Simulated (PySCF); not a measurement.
Species: B₄H₇N₃.
Z-matrix (Å and degrees, PBE0-D3(BJ)/def2-SVP geometry), rows numbered from 1:
```
B 
N   1  1.4276
B   2  1.4535  1  120.26
N   3  1.4202  2  118.75  1   179.63
B   4  1.4275  3  123.00  2    -0.30
N   5  1.4275  4  117.01  3     0.34
B   6  1.4202  5  123.08  4    -0.23
H   1  1.2087  2  119.48  3  -179.79
H   1  1.2089  2  119.63  3     0.33
H   3  1.2068  2  120.53  1    -0.30
H   4  1.0119  3  118.30  2  -179.78
H   5  1.2081  4  121.46  3  -179.62
H   6  1.0118  5  118.66  4   179.93
H   7  1.2068  2  120.59  1     0.42
```

Computed with PySCF at PBE0/pcSseg-1 and B3LYP/def2-SVPD, non-relativistic, on one gas-phase PBE0-D3(BJ)/def2-SVP geometry that isn't relaxed in the solvent. The solvent is an IEF-PCM continuum (cavity from Bondi-type radii × 1.2). Specific hydrogen bonds and non-electrostatic terms are outside this model.

Gas phase at PBE0/pcSseg-1: HOMO -8.53 eV, LUMO -0.96 eV, dipole 2.05 D.

Q: What does the continuum do to the energy, the frontier levels and the dipole at PBE0/pcSseg-1 in chloroform?

A: 
```
   solvent      ε  E(solvent) − E(gas) (kJ/mol)  polarisation term (kJ/mol)  distortion of the solute (kJ/mol)  HOMO (eV)  LUMO (eV)  dipole (D)
chloroform  4.711                         -8.61                       -9.38                               0.77      -8.40      -0.97        2.44
```

Polarisation term: ½ Σ q·V over the induced surface charges. Distortion: the rise of the solute's own energy as its density leaves the gas-phase optimum.

Q: Which radius a makes the point-dipole formula ΔE = −[(ε − 1)/(2ε + 1)]·μ²/a³ give the value in chloroform, with the gas-phase dipole?

A: μ = 0.805 au and |ΔE| = 0.00328 Eh give a = 2.18 Å; the farthest nucleus lies 3.18 Å from the centroid of the nuclei, so such a sphere wouldn't even hold the nuclei. The formula assumes a rigid point dipole at the centre of a sphere.

Q: Which Hirshfeld charges (PBE0/pcSseg-1) respond most in chloroform (means over atoms taken as equivalent)?

A: 
```
  atoms             environment  gas (e)  solvent (e)  change
H11/H13            N–H hydrogen   +0.138       +0.146  +0.008
  H8/H9            B–H hydrogen   -0.062       -0.066  -0.004
     B1  three-coordinate boron   +0.152       +0.149  -0.003
H10/H14            B–H hydrogen   -0.061       -0.064  -0.003
  B3/B7  three-coordinate boron   +0.179       +0.178  -0.001
  N4/N6    boron-bound nitrogen   -0.221       -0.219  +0.002
    H12            B–H hydrogen   -0.064       -0.064   0.000
     N2    boron-bound nitrogen   -0.208       -0.208   0.000
     B5  three-coordinate boron   +0.172       +0.172   0.000
```

Q: Which Mayer bond orders change most in chloroform?

A: 
| bond | length (Å) | gas | solvent | change |
| --- | --- | --- | --- | --- |
| B3–N4 | 1.420 | 1.198 | 1.216 | +0.018 |
| N6–B7 | 1.420 | 1.198 | 1.216 | +0.018 |
| B1–N2 | 1.428 | 1.166 | 1.180 | +0.014 |
| N4–H11 | 1.012 | 0.915 | 0.905 | -0.010 |
| N6–H13 | 1.012 | 0.915 | 0.905 | -0.010 |
| B7–N2 | 1.453 | 1.036 | 1.029 | -0.007 |
| N2–B3 | 1.454 | 1.035 | 1.029 | -0.006 |
| N4–B5 | 1.428 | 1.146 | 1.149 | +0.003 |

Q: How do the nuclear quadrupole coupling constants eQVzz/h respond in chloroform?

A: 
```json
{"nucleus": "11B at B1", "Q (barn)": "0.04059", "gas (MHz)": "4.95", "solvent (MHz)": "4.91", "η gas": "0.13", "η solvent": "0.12"}
{"nucleus": "14N at N2", "Q (barn)": "0.02044", "gas (MHz)": "0.77", "solvent (MHz)": "0.79", "η gas": "0.25", "η solvent": "0.19"}
{"nucleus": "11B at B3", "Q (barn)": "0.04059", "gas (MHz)": "3.83", "solvent (MHz)": "3.81", "η gas": "0.15", "η solvent": "0.15"}
{"nucleus": "14N at N4", "Q (barn)": "0.02044", "gas (MHz)": "1.69", "solvent (MHz)": "1.51", "η gas": "0.29", "η solvent": "0.27"}
{"nucleus": "11B at B5", "Q (barn)": "0.04059", "gas (MHz)": "3.72", "solvent (MHz)": "3.72", "η gas": "0.11", "η solvent": "0.12"}
{"nucleus": "14N at N6", "Q (barn)": "0.02044", "gas (MHz)": "1.68", "solvent (MHz)": "1.51", "η gas": "0.29", "η solvent": "0.27"}
{"nucleus": "11B at B7", "Q (barn)": "0.04059", "gas (MHz)": "3.83", "solvent (MHz)": "3.81", "η gas": "0.15", "η solvent": "0.15"}
```

Gas phase at B3LYP/def2-SVPD: HOMO -8.30 eV, LUMO -1.19 eV, dipole 2.01 D.

Q: What does the continuum do to the energy, the frontier levels and the dipole at B3LYP/def2-SVPD in chloroform?

A: 
```
   solvent      ε  E(solvent) − E(gas) (kJ/mol)  polarisation term (kJ/mol)  distortion of the solute (kJ/mol)  HOMO (eV)  LUMO (eV)  dipole (D)
chloroform  4.711                         -8.52                       -9.38                               0.86      -8.14      -1.18        2.43
```

Q: How does the static polarisability (B3LYP/def2-SVPD, frozen core, with the continuum's full static response) change?

A: 
| medium | isotropic (au) | principal values (au) | ⟨r²⟩ of the electrons (bohr²) |
| --- | --- | --- | --- |
| gas | 75.7 | 50.5, 80.5, 96.2 | 693.3 |
| chloroform | 92.1 | 60.8, 98.8, 116.8 | 693.5 |

The isotropic value in chloroform is 1.22 times the gas-phase one; no cavity-field correction is applied. ⟨r²⟩ is taken about the centre of nuclear charge.
